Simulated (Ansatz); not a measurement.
System: sum formula H₃BNO₂, charge 0, multiplicity 2. It need not be the lowest isomer of its formula. SMILES: NB([O])O
Coordinates optimised at B3LYP-D3(BJ)/def2-TZVP (Ansatz, an electronic-structure program):
```
B
O 1 1.3657
O 1 1.3766 2 120.99
H 3 0.9622 1 113.58 2 -6.87
N 1 1.4181 2 118.73 3 -179.22
H 5 1.0052 1 121.74 2 -6.18
H 5 1.0067 6 114.29 1 -159.65
```
Charge 0, spin multiplicity 2.

Quantity: atomisation energy (electronic, to ground-state atoms), in kcal/mol. Cores are frozen in the correlated levels unless marked. Open shells are spin-unrestricted. No spin-orbit coupling. Non-relativistic. The coupled-cluster limit lacks core correlation, which all-electron functionals hold. Basis-set limits of correlation are two-point, X^-3; Hartree-Fock from the larger set. [CCSD(T)-MP2]/basis is that difference in the basis named.

```csv
level,program,atomisation energy (kcal/mol),minus last row
BLYP-D3(BJ)/def2-TZVPD,Ansatz + dftd3,678.9,13.2
r2SCAN-D3(BJ)/def2-TZVPD,Ansatz + dftd3,673.0,7.3
PBE0/def2-TZVP,Ansatz,666.2,0.5
CAM-B3LYP-D3(BJ)/def2-TZVPD,Ansatz + dftd3,675.1,9.4
LC-wPBE-D3(BJ)/def2-TZVPD,Ansatz + dftd3,670.2,4.5
LC-wPBE-D4/def2-TZVPD,Ansatz + dftd4,670.6,4.9
B2PLYP/def2-TZVPD,Ansatz,661.3,-4.4
MP2/cc-pVDZ,Ansatz,618.0,-47.7
MP2/aug-cc-pVQZ,Ansatz,676.4,10.7
RI-MP2/aug-cc-pVTZ,Ansatz,665.7,0.0
SCS-MP2/STO-3G,Ansatz,559.1,-106.6
SCS-MP2/aug-cc-pVQZ,Ansatz,673.3,7.6
CCSD/STO-3G,Ansatz,564.7,-101.0
CCSD/cc-pVTZ,Ansatz,633.7,-32.0
CCSD/cc-pVQZ,Ansatz,645.3,-20.4
CCSD(T)/aug-cc-pVTZ,Ansatz,648.6,-17.1
CCSD(T)/cc-pVTZ,Ansatz,644.7,-21.0
CCSD(T)/cc-pwCVTZ,Ansatz,645.9,-19.8
CCSD(T)/cc-pVQZ,Ansatz,657.2,-8.5
"RI-MP2/CBS(cc-pVTZ,cc-pVQZ)+[CCSD(T)-MP2]/cc-pVDZ",Ansatz,666.7,1.0
"CCSD(T)/CBS(aug-cc-pVTZ,aug-cc-pVQZ)",Ansatz,665.7,0.0
```
